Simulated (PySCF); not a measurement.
# Carbon: a sound run and one with changed settings

Sound run: C²⁺ [He] 2s2, C³⁺ [He] 2s1. Calculation: PySCF 2.14, in jorge-DZP-DKH (4s2p1d, 15 functions); the spin-free X2C one-electron Hamiltonian (Gaussian nucleus). The sound run starts from symmetry-adapted Hartree-Fock orbitals and uses a fine grid where one is needed.

Changed run: 26 angular points. This setting is unsound on purpose.

| species | method | sound run (hartree) | changed run (hartree) | converged |
| --- | --- | --- | --- | --- |
| C²⁺ | UHF | -36.41866 | -36.41866 | yes |
| C²⁺ | LDA | -36.13901 | -36.13901 | yes |
| C²⁺ | B3LYP | -36.52730 | -36.52730 | yes |
| C³⁺ | UHF | -34.73682 | -34.73682 | yes |
| C³⁺ | LDA | -34.41455 | -34.41455 | yes |
| C³⁺ | B3LYP | -34.79196 | -34.79196 | yes |

Ionisation energy of C²⁺:

```csv
method,sound run (eV),changed run (eV)
UHF,45.765,45.765
LDA,46.925,46.925
B3LYP,47.221,47.221
```

Here the setting changes nothing at the digits shown.

For comparison, NIST gives 47.888 eV between the lowest levels.
